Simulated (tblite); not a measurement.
C4H8Cl2OSi.
Z-matrix (Å and degrees, GFN2-xTB geometry), rows numbered from 1:
```
C 
C   1  1.3191
O   2  1.3494  1  126.07
Si  3  1.6229  2  134.29  1    -4.46
C   4  1.9045  3  102.60  2   177.83
Cl  5  1.7829  4  109.64  3    61.01
C   4  1.9134  3  111.79  2   -66.24
Cl  7  1.7863  4  109.65  3   178.77
H   1  1.0754  2  121.45  3     0.11
H   1  1.0731  2  120.82  3  -179.44
H   2  1.0830  1  122.53  3   179.60
H   4  1.4639  3  113.57  2    58.48
H   5  1.0864  4  113.09  3   -57.94
H   5  1.0857  4  111.60  3   179.10
H   7  1.0880  4  113.30  3    60.00
H   7  1.0890  4  112.39  3   -63.11
```

All values are computed: GFN2-xTB (tblite) harmonic vibrations without scaling, gas phase. The method is semi-empirical: single wavenumbers can be off by several per cent or more. Modes of hydrogen on silicon can be 10 to 20 % off. One conformer, not necessarily the lowest.

Harmonic wavenumbers (cm⁻¹): 28.3, 43.5, 51.0, 86.2, 101.9, 125.7, 151.8, 193.0, 236.1, 289.3, 514.2, 601.9, 639.1, 651.5, 670.1, 700.0, 708.5, 745.6, 753.5, 796.3, 800.2, 842.2, 991.7, 995.2, 1082.0, 1093.7, 1186.9, 1191.3, 1196.5, 1285.8, 1379.6, 1424.3, 1429.4, 1700.8, 2264.8, 2984.7, 2993.4, 3010.8, 3021.6, 3047.0, 3125.4, 3168.8.

A = 1126, B = 898.8, C = 558.4 MHz; mass 169.972 u (most abundant isotopes); point group C1, symmetry number 1.

What is the zero-point energy?

Half the sum of the wavenumbers: 24152 cm⁻¹ = 69.05 kcal/mol.

Give the ideal-gas entropy at 500 K and 1 bar in the rigid-rotor, harmonic-oscillator model (classical rotation).

Translation 43.89, rotation 32.26, vibration 58.59: S = 134.7 cal/(mol K).

And Cp and H(500 K) − H(0)?

Cp = 54.14 cal/(mol K), of which vibrations give 46.19 (their classical limit is 42 R = 83.5); H(500 K) − H(0) = 17.27 kcal/mol without the zero-point energy, 13.29 from vibrations.

What must be added to the electronic energy to get the Gibbs energy at 500 K and 1 bar?

ZPE + [H(500 K) − H(0)] − T·S = 69.05 + 17.27 − 67.37 = 18.95 kcal/mol.

Which modes carry the vibrational entropy at 500 K?

28.3 cm⁻¹: 6.97; 43.5 cm⁻¹: 6.12; 51.0 cm⁻¹: 5.80; 86.2 cm⁻¹: 4.76; 101.9 cm⁻¹: 4.43; 125.7 cm⁻¹: 4.02 cal/(mol K); the other 36 give 26.48 together.

Blend soft modes into free rotors: weight 1/[1 + (100 cm⁻¹/ν̃)⁴] for the oscillator and the rest for a rotor with moment μB/(μ + B), μ = h/(8π²ν), B = 10⁻⁴⁴ kg m². What vibrational entropy results?

51.02 cal/(mol K) in place of 58.59, which changes −T·S at 500 K by +3.78 kcal/mol.

Hindered rotation and anharmonicity are outside this model. Other conformers, if any are populated, would add a mixing term that is left out. The structure is chiral; the term R ln 2 for an equal mix with its mirror image is left out.
